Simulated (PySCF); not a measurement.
A side-by-side comparison of computed properties.

First species: C₆H₁₂P (charge +1).
InChI=1S/C6H11P/c1-3-6-4-7-5(6)2/h3,5-7H,1,4H2,2H3/p+1/t5-,6-/m1/s1

Second species: 2-methyltetrahydrothiophene, C5H10S.
SMILES: `C[C@@H]1CCCS1`

Levels: CAM-B3LYP/def2-SVPD for HOMO energy, LUMO energy, HOMO–LUMO gap and static isotropic polarisability; TDDFT CAM-B3LYP/def2-SVPD for lowest singlet excitation; TDA CAM-B3LYP/def2-SVPD for lowest triplet excitation (Tamm–Dancoff). Geometries: GFN2-xTB. Each species is one conformer at its optimised geometry, gas phase, non-relativistic unless stated; the electronic structure was computed with PySCF and density fitting.

Dipoles, sizes and rotational constants follow the conformer. The torsions of the flexible species, by atom-mapped SMILES:
- `[CH2:1]=[CH:2][C@@H:3]1[CH2:4][PH2+:5][C@@H:6]1[CH3:7]`: C1–C2–C3–C4 -134°

The conformers of `C[C@@H]1CCCS1` aren't listed.

```tsv
property	column X	column Y
HOMO energy	-12.90 eV	-7.48 eV
LUMO energy	-4.41 eV	1.31 eV
HOMO–LUMO gap	8.49 eV	8.79 eV
lowest singlet excitation	6.00 eV	5.15 eV
lowest triplet excitation (Tamm–Dancoff)	4.46 eV	4.72 eV
static isotropic polarisability	85.3 au	77.8 au
```

Which column belongs to which species?

Column X is the first species and column Y the second. The first has 19 atoms and 62 electrons, the second 16 and 56; their charges are +1 and 0, their HOMO energies -12.90 eV and -7.48 eV.

How does each property change from the first species to the second?

HOMO energy +5.42 eV; LUMO energy +5.72 eV; HOMO–LUMO gap +0.30 eV; lowest singlet excitation -0.85 eV; lowest triplet excitation (Tamm–Dancoff) +0.26 eV; static isotropic polarisability -7.5 au.

On the first: The vertical singlet–triplet gap S1 − T1 is 1.54 eV (TDDFT singlet less Tamm–Dancoff triplet). The principal polarisabilities are 71.6, 78.9 and 105.6 au; their mean is the isotropic value.

On the second: The vertical singlet–triplet gap S1 − T1 is 0.43 eV (TDDFT singlet less Tamm–Dancoff triplet; S1: HOMO→LUMO+1, weight 0.63; T1: HOMO→LUMO+1, weight 0.57). The polarisability is 11.52 Å³ as a volume (1 au = 0.148185 Å³), or 1.39 au for each of the 56 electrons.
